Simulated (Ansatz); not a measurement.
`CCB(O)CC`, charge 0, multiplicity 1.

Give a relaxed structure at PBE0-D4/def2-TZVP (the Gaussian-basis code of Ansatz). (Estimate.)

Ansatz gave: 
Cartesian coordinates in Å:
```
C 1.501 0.570 1.239
C 1.491 -0.591 0.250
B 0.186 -0.781 -0.608
O 0.364 -1.266 -1.871
C -1.268 -0.449 -0.083
C -1.663 0.994 -0.424
H 1.472 1.534 0.725
H 2.399 0.563 1.862
H 0.639 0.535 1.911
H 1.604 -1.534 0.808
H 2.365 -0.547 -0.409
H -0.463 -1.420 -2.335
H -2.003 -1.134 -0.525
H -1.331 -0.588 1.001
H -0.982 1.714 0.037
H -1.639 1.172 -1.503
H -2.672 1.227 -0.076
```
This is one stationary point; other conformers may exist.
